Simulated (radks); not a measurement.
Tc+, 42 electrons, occupied as [Kr] 4d5 5s0.5 4f0.5 (fractional occupations, a model configuration). All-electron calculation, scalar-relativistic Kohn-Sham, revPBE, spin-polarised, spherical densities, point nucleus; open shells are filled with parallel spins first (spin-orbit coupling, left out, can overturn this in heavy ions). Program: a radial shooting solver on a logarithmic mesh with Libxc functionals.

Local quantities along the radius. ELF = 1/(1 + alpha^2) is the electron localisation function; alpha = (tau - tau_W)/tau_unif compares the Pauli kinetic energy density with that of the uniform gas (summed over spins); s = |grad rho|/(2 (3 pi^2)^(1/3) rho^(4/3)) is the reduced gradient; r v_xc is r times the local exchange-correlation potential of spin up (hartree bohr). tau is taken from the large components.

r (bohr)    ELF    alpha        s   r v_xc
0.002231  1.000  0.02243   0.5444  -0.1267
0.002618  0.999  0.02312   0.5252  -0.1391
0.003073  0.999  0.02409   0.5104  -0.1535
0.003635  0.999  0.02550   0.4992  -0.1710
0.004265  0.999  0.02729   0.4924  -0.1900
0.005006  0.999  0.02967   0.4893  -0.2114
0.005874  0.999  0.03283   0.4898  -0.2353
0.006949  0.999  0.03730   0.4943  -0.2630
0.008154  0.998  0.04314   0.5026  -0.2918
0.009569  0.997  0.05123   0.5151  -0.3226
0.01123   0.996  0.06272   0.5323  -0.3548
0.01328   0.994  0.08050   0.5558  -0.3895
0.01559   0.989   0.1063   0.5840  -0.4220
0.01829   0.979   0.1466   0.6180  -0.4528
0.02147   0.957   0.2116   0.6568  -0.4801
0.02539   0.904   0.3258   0.6990  -0.5033
0.0298    0.795   0.5074   0.7312  -0.5188
0.03497   0.616   0.7893   0.7373  -0.5280
0.04104   0.429    1.154   0.6906  -0.5328
0.04816   0.322    1.451   0.5762  -0.5407
0.05697   0.323    1.448   0.4207  -0.5741
0.06686   0.427    1.159   0.3139  -0.6443
0.07846   0.588   0.8379   0.2860  -0.7331
0.09207   0.716   0.6290   0.3229  -0.8134
0.1089    0.769   0.5475   0.4015  -0.8723
0.1278    0.733   0.6039   0.4911  -0.8955
0.15      0.585   0.8421   0.5618  -0.8846
0.176     0.376    1.287   0.5451  -0.8527
0.2082    0.287    1.577   0.3841  -0.8497
0.2443    0.388    1.255   0.2329  -0.9527
0.2867    0.599   0.8187   0.2193   -1.085
0.3365    0.742   0.5900   0.3057   -1.181
0.398     0.777   0.5365   0.4493   -1.205
0.4671    0.701   0.6535   0.6201   -1.144
0.5481    0.460    1.083   0.7788   -1.016
0.6433    0.215    1.910   0.7379  -0.8727
0.7609    0.234    1.809   0.4132  -0.9005
0.893     0.528   0.9455   0.2891   -1.077
1.048     0.745   0.5846   0.3794   -1.182
1.23      0.771   0.5451   0.5362   -1.215
1.443     0.700   0.6545   0.7156   -1.179
1.707     0.561   0.8844   0.9182   -1.092
2.003     0.419    1.177    1.119  -0.9838
2.351     0.314    1.478    1.346  -0.8655
2.759     0.242    1.770    1.658  -0.7355
3.263     0.172    2.192    2.175  -0.5953
3.83      0.086    3.268    2.910  -0.5016
4.494     0.015    8.028    3.638  -0.4780
5.274     0.002    22.20    3.051  -0.4947
6.239     0.002    23.48   0.4658  -0.3208
7.321     0.005    14.54  0.06198  -0.4561
8.592     0.009    10.63   0.4363  -0.5434
10.08     0.011    9.341    1.353  -0.7715
11.93     0.008    10.88    2.490  -0.4525
14        0.004    15.23    3.821  -0.3967
16.42     0.002    25.49    6.261  -0.4098
19.27     0.000    54.10    11.86  -0.3745
22.8      0.000    168.7    27.31  -0.2390

On this mesh the ELF has minima near r = 0.048, 0.21, 0.64 bohr, which separate the shells, and maxima near 0.11 (0.77), 0.40 (0.78), 1.2 (0.77).

Self-consistent cycle (total energy in hartree, residual of the potential): 1: -4283.645528, 4e+00; 2: -4285.090378, 2e+00; 3: -4285.476419, 5e-01; 4: -4285.493955, 9e-02; 5: -4285.494716, 9e-03; 6: -4285.494520, 8e-03; 7: -4285.494547, 9e-04; 8: -4285.494555, 3e-04; 9: -4285.494553, 1e-03; 10: -4285.494556, 2e-04; 11: -4285.494556, 1e-04; 12: -4285.494556, 7e-05; 13: -4285.494556, 6e-05; 14: -4285.494556, 3e-05; 15: -4285.494556, 1e-05; 16: -4285.494556, 2e-06; 17: -4285.494556, 6e-07; 18: -4285.494556, 2e-07; 19: -4285.494556, 9e-08; 20: -4285.494556, 3e-08; 21: -4285.494556, 2e-08; 22: -4285.494556, 1e-08; 23: -4285.494556, 5e-09.
